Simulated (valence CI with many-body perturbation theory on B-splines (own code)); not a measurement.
## Level structure of Cd³³⁺

Calculated by valence CI with perturbative core correlation (CI+MBPT): five valence electrons over a frozen Dirac-Fock core [Ne], a basis of 11 s, 11 p, 10 d, 8 f, 5 g, 2 h functions for each j, with the one-electron correlation potential Σ1, the two-electron term Σ2, the three-electron term Σ3, Breit, model QED; selected CI, second order for the rest, scaled by the run's own slope (own B-spline code, finite nucleus).

The last digits are not significant, and no measured levels were compared; by estimate large intervals hold to a few tenths of a per cent, small ones and those within an open d or f shell to about a per cent. Among the levels kept, up to 4200 cm⁻¹ of a level comes from second order outside the variational space, and about a tenth of that is noise between levels of different J, which matters for small intervals.

Levels 91 to 135 of 169, with energies above the lowest level, (3s^2 3p1/2^2 3p3/2) J=3/2. "Leading %" is the weight of the configuration and term that name the level; weights of strongly mixed levels are sums over their largest components and can fall short. In the jj column 3d3/2^4 stands for four electrons in 3d with j = 3/2.

| No. | Configuration | Term | J | E (Ry) | Leading % | g | Second component | Leading jj |
| --- | --- | --- | --- | --- | --- | --- | --- | --- |
| 91 | 3s²3p3d² | ²P° | 3/2 | 24.594 | 16 | 1.173 | 15 % 3s3p³3d ²P° | 3s 3p1/2 3p3/2^2 3d5/2 (46 %) |
| 92 | 3s3p³3d | ²D° | 5/2 | 24.620 | 11 | 1.137 | 10 % 3s3p³3d ⁴D° | 3s 3p1/2 3p3/2^2 3d3/2 (39 %) |
| 93 | 3s3p³3d | ²D° | 3/2 | 24.664 | 22 | 1.099 | 17 % 3s3p³3d ⁴D° | 3s 3p1/2 3p3/2^2 3d5/2 (32 %) |
| 94 | 3s3p³3d | ²P° | 1/2 | 24.737 | 14 | 1.071 | 13 % 3s²3p3d² ⁴D° | 3s 3p1/2 3p3/2^2 3d3/2 (46 %) |
| 95 | 3s²3p3d² | ⁴G° | 9/2 | 24.767 | 50 | 1.192 | 13 % 3s3p³3d ²G° | 3s^2 3p1/2 3d5/2^2 (30 %) |
| 96 | 3s3p³3d | ²F° | 5/2 | 24.831 | 38 | 1.086 | 9 % 3s3p³3d ⁴P° | 3s 3p1/2 3p3/2^2 3d5/2 (53 %) |
| 97 | 3s3p³3d | ⁴D° | 7/2 | 25.081 | 37 | 1.275 | 13 % 3s3p³3d ²F° | 3s 3p1/2 3p3/2^2 3d5/2 (57 %) |
| 98 | 3s3p³3d | ²F° | 7/2 | 25.131 | 24 | 1.143 | 21 % 3s3p³3d ⁴F° | 3s 3p1/2 3p3/2^2 3d5/2 (49 %) |
| 99 | 3s²3p3d² | ⁴D° | 3/2 | 25.226 | 18 | 1.149 | 10 % 3s3p³3d ²D° | 3s 3p1/2 3p3/2^2 3d5/2 (32 %) |
| 100 | 3s3p³3d | ⁴D° | 1/2 | 25.238 | 40 | 0.317 | 14 % 3s²3p3d² ⁴D° | 3s 3p1/2 3p3/2^2 3d3/2 (59 %) |
| 101 | 3s3p³3d | ²F° | 5/2 | 25.347 | 29 | 1.086 | 9 % 3s3p³3d ⁴D° | 3s 3p1/2 3p3/2^2 3d3/2 (36 %) |
| 102 | 3s²3p3d² | ⁴F° | 5/2 | 25.391 | 31 | 1.139 | 11 % 3s3p³3d ⁴D° | 3s^2 3p1/2 3d3/2 3d5/2 (39 %) |
| 103 | 3s3p³3d | ⁴D° | 3/2 | 25.420 | 28 | 0.975 | 18 % 3s²3p3d² ⁴F° | 3s 3p1/2 3p3/2^2 3d3/2 (54 %) |
| 104 | 3s²3p3d² | ²H° | 9/2 | 25.461 | 57 | 1.017 | 15 % 3s3p³3d ²G° | 3s^2 3p1/2 3d5/2^2 (41 %) |
| 105 | 3s3p³3d | ²F° | 5/2 | 25.562 | 28 | 0.963 | 10 % 3s²3p3d² ²F° | 3s 3p1/2 3p3/2^2 3d5/2 (36 %) |
| 106 | 3s²3p3d² | ⁴D° | 7/2 | 25.570 | 22 | 1.265 | 15 % 3s²3p3d² ⁴F° | 3s^2 3p1/2 3d5/2^2 (25 %) |
| 107 | 3s²3p3d² | ⁴P° | 3/2 | 25.588 | 25 | 1.363 | 16 % 3s²3p3d² ⁴D° | 3s^2 3p1/2 3d3/2 3d5/2 (30 %) |
| 108 | 3s3p³3d | ⁴D° | 1/2 | 25.615 | 28 | 0.672 | 13 % 3s3p³3d ²P° | 3s 3p1/2 3p3/2^2 3d5/2 (33 %) |
| 109 | 3s3p³3d | ²D° | 3/2 | 25.832 | 33 | 1.054 | 16 % 3s²3p3d² ²P° | 3s 3p1/2 3p3/2^2 3d5/2 (50 %) |
| 110 | 3s3p³3d | ⁴P° | 1/2 | 26.098 | 40 | 1.659 | 18 % 3s3p³3d ²P° | 3s 3p3/2^3 3d3/2 (48 %) |
| 111 | 3s3p³3d | ²D° | 5/2 | 26.105 | 21 | 1.174 | 19 % 3s²3p3d² ⁴D° | 3s 3p1/2 3p3/2^2 3d5/2 (38 %) |
| 112 | 3s²3p3d² | ²G° | 7/2 | 26.149 | 29 | 1.038 | 24 % 3s²3p3d² ²F° | 3s^2 3p1/2 3d3/2 3d5/2 (34 %) |
| 113 | 3s²3p3d² | ⁴P° | 3/2 | 26.172 | 18 | 1.438 | 14 % 3s3p³3d ⁴P° | 3s 3p1/2 3p3/2^2 3d5/2 (32 %) |
| 114 | 3s3p³3d | ⁴P° | 5/2 | 26.367 | 14 | 1.301 | 9 % 3s²3p3d² ⁴D° | 3s 3p3/2^3 3d5/2 (42 %) |
| 115 | 3s3p³3d | ²F° | 5/2 | 26.413 | 22 | 1.094 | 19 % 3s3p³3d ²D° | 3s 3p1/2 3p3/2^2 3d5/2 (50 %) |
| 116 | 3s3p³3d | ²D° | 3/2 | 26.593 | 19 | 1.151 | 10 % 3s3p³3d ⁴P° | 3s 3p3/2^3 3d3/2 (28 %) |
| 117 | 3s²3p3d² | ⁴P° | 1/2 | 26.603 | 23 | 1.608 | 20 % 3s3p³3d ²S° | 3s^2 3p3/2 3d3/2 3d5/2 (30 %) |
| 118 | 3s²3p3d² | ²F° | 7/2 | 26.776 | 24 | 1.182 | 22 % 3s3p³3d ²F° | 3s^2 3p3/2 3d3/2 3d5/2 (33 %) |
| 119 | 3s3p³3d | ²G° | 9/2 | 26.815 | 36 | 1.227 | 30 % 3s3p³3d ⁴F° | 3s 3p3/2^3 3d5/2 (59 %) |
| 120 | 3s3p³3d | ²P° | 3/2 | 26.838 | 38 | 1.135 | 18 % 3s²3p3d² ²D° | 3s 3p1/2 3p3/2^2 3d5/2 (42 %) |
| 121 | 3s²3p3d² | ⁴G° | 11/2 | 26.951 | 90 | 1.259 | 5 % 3s²3p3d² ²H° | 3s^2 3p3/2 3d5/2^2 (55 %) |
| 122 | 3s3p³3d | ²D° | 5/2 | 26.956 | 15 | 1.096 | 15 % 3s²3p3d² ²D° | 3s 3p3/2^3 3d3/2 (40 %) |
| 123 | 3s3p³3d | ²F° | 7/2 | 27.204 | 37 | 1.187 | 15 % 3s²3p3d² ²F° | 3s 3p3/2^3 3d5/2 (47 %) |
| 124 | 3s²3p3d² | ⁴F° | 9/2 | 27.350 | 29 | 1.205 | 27 % 3s²3p3d² ⁴G° | 3s^2 3p3/2 3d3/2 3d5/2 (75 %) |
| 125 | 3s²3p3d² | ²P° | 1/2 | 27.357 | 47 | 0.722 | 8 % 3s3p³3d ²P° | 3s^2 3p1/2 3d5/2^2 (34 %) |
| 126 | 3s²3p3d² | ⁴F° | 7/2 | 27.375 | 36 | 1.213 | 11 % 3s²3p3d² ⁴D° | 3s^2 3p3/2 3d3/2 3d5/2 (61 %) |
| 127 | 3s²3p3d² | ⁴D° | 1/2 | 27.468 | 38 | 0.433 | 20 % 3s3p³3d ²P° | 3s^2 3p3/2 3d3/2^2 (44 %) |
| 128 | 3s²3p3d² | ⁴F° | 5/2 | 27.543 | 26 | 1.175 | 25 % 3s²3p3d² ⁴D° | 3s^2 3p3/2 3d3/2 3d5/2 (39 %) |
| 129 | 3s²3p3d² | ⁴D° | 3/2 | 27.579 | 32 | 0.968 | 16 % 3s²3p3d² ⁴F° | 3s^2 3p3/2 3d3/2^2 (55 %) |
| 130 | 3s²3p3d² | ⁴D° | 5/2 | 27.631 | 26 | 1.296 | 20 % 3s²3p3d² ⁴P° | 3s^2 3p3/2 3d3/2 3d5/2 (50 %) |
| 131 | 3s²3p3d² | ²F° | 7/2 | 27.739 | 44 | 1.228 | 32 % 3s²3p3d² ⁴D° | 3s^2 3p3/2 3d3/2^2 (42 %) |
| 132 | 3s3p³3d | ²P° | 3/2 | 28.050 | 26 | 1.101 | 10 % 3s3p³3d ²D° | 3s 3p3/2^3 3d5/2 (46 %) |
| 133 | 3s3p³3d | ²P° | 3/2 | 28.127 | 23 | 1.296 | 14 % 3s²3p3d² ⁴S° | 3s^2 3p3/2 3d3/2 3d5/2 (25 %) |
| 134 | 3s²3p3d² | ²H° | 11/2 | 28.204 | 93 | 1.096 | 5 % 3s²3p3d² ⁴G° | 3s^2 3p3/2 3d3/2 3d5/2 (58 %) |
| 135 | 3s²3p3d² | ²P° | 1/2 | 28.252 | 45 | 0.741 | 15 % 3s²3p3d² ⁴D° | 3s^2 3p3/2 3d5/2^2 (59 %) |

Where two levels of one J and parity lie close, their mixing, g and order are uncertain.
